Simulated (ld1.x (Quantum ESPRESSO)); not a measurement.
Before and after: RRKJ potential for Ni (Z = 28)

Ni (Z = 28), norm-conserving RRKJ (Kleinman–Bylander form), made with ld1.x (Quantum ESPRESSO) 7.5 (PW91, scalar-relativistic). Core [Ne] 3s2, reference 3p6 3d8 4s1.5 4p0 (charge +0.5). Waves: 3p (bound): rc 1.25 bohr; 3d (bound): rc 1.30 bohr; 4s (bound): rc 2.15 bohr. Local part: the s channel. Core correction: none. rho0 = 0.005.

Change: all radii scaled by about 0.94 (s 2.04, p 1.18, d 1.22 bohr).

Cutoffs: the cutoffs (Ry, on a coarse ladder) from which the occupation-weighted sum of valence levels, in a spherical-Bessel basis at the reference potential, stays within 10 and 1 mRy of its value at 400 Ry; they do not see the model core or the augmentation charge, which bear on the density cutoff. Errors are all-electron minus pseudo energies relative to the spin-unpolarised reference configuration.

Q: How do hardness, ghosts and transferability respond?

A: The potential gets harder (110 Ry and 160 Ry → 120 Ry and 180 Ry); of the 7 tests that both files solve, the error grows in 3 and shrinks in 0 by more than 15 % and 0.3 meV (median size 39.7 → 42.8 meV); neither file shows a bound ghost. A smaller radius makes the pseudo-wave follow the all-electron one further in, where it bends more sharply, so more plane waves are needed. That the errors move this way runs against the usual rule that smaller radii transfer better.

```tsv
quantity	base	changed
cutoff, loose	110 Ry	120 Ry
cutoff, tight	160 Ry	180 Ry
loose cutoff by channel (10 mRy a level)	p 70 Ry, d 90 Ry, s 8 Ry	p 70 Ry, d 110 Ry, s 8 Ry
bound ghosts	none	none
error for 3p6 3d8 4s2 4p0, meV [ΔE -3.75 eV]	-0.1	-0.4
error for 3p6 3d8 4s1 4p0, meV [ΔE 5.64 eV]	-1.6	-2.0
error for 3p6 3d8 4s0 4p0, meV [ΔE 23.05 eV]	-17	-20
error for 3p6 3d7 4s2 4p1, meV [ΔE 6.83 eV]	-1201	-1234
error for 3p6 3d8.5 4s1.5 4p0, meV [ΔE -4.94 eV]	-40	-43
error for 3p5 3d8 4s2 4p0, meV [ΔE 75.84 eV]	-673	-626
error for 3p6 3d8 4s0 4p1, meV [ΔE 11.35 eV]	-1206	-1207
```
